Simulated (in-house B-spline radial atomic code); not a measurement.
Atomic self-consistent-field run: neutral calcium (an excited or competing configuration). Level of theory: scalar-relativistic (X2C) r2SCAN, spin-polarised, spherical fractional occupations, Fermi nucleus of rms radius 3.4776 fm; calculated with a B-spline radial code for spherical atoms.

Command:
```bash
python run_scf.py task.json out
```
Settings (nuclear radius in fm, mass in u):
```
Z                20
configuration    [Ar] 4s1 5s1
hamiltonian      x2c
method           r2scan
spin_polarised   True
nucleus          fermi
rms_radius       3.4776
atomic_mass      39.96259
speed_of_light   137.035999084
```

Output (hartree, bohr):
```
 radial grid: 79 intervals, B-splines of order 8, outer radius 50 bohr

 iter        energy (Eh)    residual
    1        -680.277942    4.08e-02
    2        -680.281576    1.60e-03
    3        -680.281604    8.35e-04
    4        -680.281610    4.98e-04
    5        -680.281613    9.13e-05
    6        -680.281613    1.71e-05
    7        -680.281613    4.48e-06
    8        -680.281613    1.71e-06
    9        -680.281613    1.18e-07

 total energy                      -680.28161
 kinetic                             685.5357
 electron-nucleus                  -1613.6042
 Hartree                             283.9417
 exchange-correlation                -36.1548

 orbital      occ     eigenvalue          <r>       <r^2>       <1/r>       r_max
 1s up      1.000      -145.8445    0.0766171   0.0079121     19.9016     0.05003
 1s down    1.000      -145.8431    0.0766177  0.00791221     19.9014     0.05003
 2s up      1.000       -15.6015     0.362956    0.156116     4.08665      0.2995
 2s down    1.000       -15.6003     0.362954    0.156106     4.08649      0.2995
 2p up      3.000       -12.5900       0.3273     0.13256     3.95379      0.2467
 2p down    3.000       -12.5885     0.327293    0.132547     3.95376      0.2467
 3s up      1.000        -1.9295      1.15587     1.54062      1.2081      0.9931
 3s down    1.000        -1.9258       1.1575     1.54431     1.20585      0.9942
 3p up      3.000        -1.1950      1.26973     1.90141      1.0748       1.049
 3p down    3.000        -1.1905      1.26502     1.87985      1.0762        1.05
 4s up      1.000        -0.2380      3.66746     15.2818    0.351726       3.172
 5s up      1.000        -0.0500      9.77273     105.263    0.125851       9.082
```

Time taken, with all properties: 0.35 s on 1 thread of Intel(R) Xeon(R) Platinum 8259CL CPU @ 2.50GHz, with other jobs on the host.
